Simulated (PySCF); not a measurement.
**Fractional electron number in Nb (niobium, neutral)**

The 5s alpha orbital of [Kr] 4d4 5s1 is emptied in steps (occupation f), with all orbitals relaxed, ending at [Kr] 4d4. Calculation: PySCF 2.14, in def2-SVP with the def2 core potential (28 electrons) (5s3p2d1f, 31 functions); a scalar-relativistic core potential. The exact energy is a straight line in f; departures are measured from the line between the end points of the same method.

| f | UHF (eV) |
| --- | --- |
| 1 | 0.000 |
| 0.8 | 0.035 |
| 0.6 | 0.051 |
| 0.4 | 0.050 |
| 0.2 | 0.032 |
| 0 | 0.000 |

```json
{"method": "UHF", "E(f=0) − E(f=1) (eV)": "6.030", "−ε at f=1 (eV)": "6.252", "−ε at f=0.4 (eV)": "5.983"}
```

Orbital energy along the path (eV):

```tsv
f	UHF
1	-6.252
0.8	-6.156
0.6	-6.066
0.4	-5.983
0.2	-5.905
0	-5.831
```

Reference removal energy between the ground levels: 6.759 eV (measured; NIST Atomic Spectra Database, ionization energies). The calculation has no spin-orbit coupling. UHF lacks correlation.
